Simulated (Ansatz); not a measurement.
[MoO2S2]2- (MoS2O2²⁻): single points at one geometry.

```yaml
crystal:
  periodic: [false, false, false]
  atoms:
    - {symbol: Mo, position_ang: [0.080012, -0.000292, 0.055903]}
    - {symbol: O, position_ang: [0.111829, -0.015912, 1.805552]}
    - {symbol: O, position_ang: [1.733875, 0.007911, -0.516081]}
    - {symbol: S, position_ang: [-0.966510, 1.892816, -0.656032]}
    - {symbol: S, position_ang: [-0.959206, -1.884523, -0.689343]}
basis:
  gaussian: {orbitals: def2-SVPD, initial_orbitals: start.molden}
total_charge: -2
correlation: {method: ccsd_t}
scf: {omitted_lower_state_checks: [starts]}
output: {orbitals: {seedname: orbitals}}
```

The file start.molden holds the orbitals of an earlier run on this structure, at another level or in another basis.

```sh
$ ansatz run in.yaml --threads 4 --pin off --events-out ev --progress --plain --max-ram 3916MiB
```

Shortened log:

```
Functional definition: HF
1259 factors; integrals over basis functions are off by at most 1.1e-3 eV
mean field evaluation 1: about -27536.2644 eV, gradient 2.5e1 eV
mean field evaluation 2: about -27537.4691 eV, gradient 1.4e0 eV
mean field evaluation 4: about -27538.0504 eV, gradient 4.4e-2 eV
mean field evaluation 8: about -27538.0507 eV, gradient 1.6e-6 eV
mean field -27538.05067645 eV, -1012.0046963983 hartree, gradient 1.1e-6 eV, S^2 0.000000; 0 other end points of the search recorded, 0 dependent functions left out
12 core orbitals not correlated: weight in the atoms' cores, before any rotation towards them, 1.000 or more for the frozen orbitals, at most 0.000 for the correlated occupied ones
reference -27538.05067645 eV, -1012.0046963983 hartree; 20, 20 occupied and 102, 102 virtual orbitals, 1259 factors
second order -32.51843704 eV of doubles, -0.00000000 eV of singles
cycle   1  -27.20106801 eV  change     5.3e0 eV  update   3.9e-1
cycle   2  -29.71709739 eV  change    -2.5e0 eV  update   3.2e-1
cycle   3  -30.13405081 eV  change   -4.2e-1 eV  update   4.9e-2
cycle   4  -30.13081579 eV  change    3.2e-3 eV  update   2.5e-2
cycle   5  -30.11579322 eV  change    1.5e-2 eV  update   7.4e-3
cycle   6  -30.11668954 eV  change   -9.0e-4 eV  update   3.9e-3
cycle   7  -30.11669578 eV  change   -6.2e-6 eV  update   1.5e-3
cycle   8  -30.11430229 eV  change    2.4e-3 eV  update   6.7e-4
cycle   9  -30.11470257 eV  change   -4.0e-4 eV  update   3.0e-4
cycle  10  -30.11518436 eV  change   -4.8e-4 eV  update   1.2e-4
cycle  11  -30.11513691 eV  change    4.7e-5 eV  update   7.9e-5
cycle  12  -30.11502382 eV  change    1.1e-4 eV  update   3.9e-5
cycle  13  -30.11511749 eV  change   -9.4e-5 eV  update   2.0e-5
cycle  14  -30.11509009 eV  change    2.7e-5 eV  update   8.4e-6
perturbative correction -2.14830207 eV, -0.0789486449 hartree
Total energy: -27570.31406861 eV, -1013.1903541912 hartree
Checks for a lower state left out: starts
```

It took 21 s on 4 threads of Arm Neoverse V2 on a shared host, peak host memory 0.98 GiB.

As the first input, with `hamiltonian: {xc: pbe0, dispersion: d4}` and without the key `correlation` (abridged; 1.6 s):

```
Functional definition: PBE0
mean field -27604.07837922 eV, -1014.4311697198 hartree, gradient 9.5e-6 eV, S^2 0.000000
Total energy: -27604.30099354 eV, -1014.4393506453 hartree
Checks for a lower state left out: starts
```

Geometry: PBE-D4/def2-SVPD.

In the def2 sets Mo takes a core potential; there is no spin–orbit coupling. Correlated methods freeze 12 core orbitals; core or outer-core shells of Mo are correlated, in sets that lack core-valence functions. A multiply charged anion in the gas phase is held together partly by the finite basis. At PBE0-D4/def2-SVPD the highest occupied level of the charge -2 singlet lies above zero (up to 2.26 eV). The electron is either unbound and held by the finite basis, or the level is raised by self-interaction error.
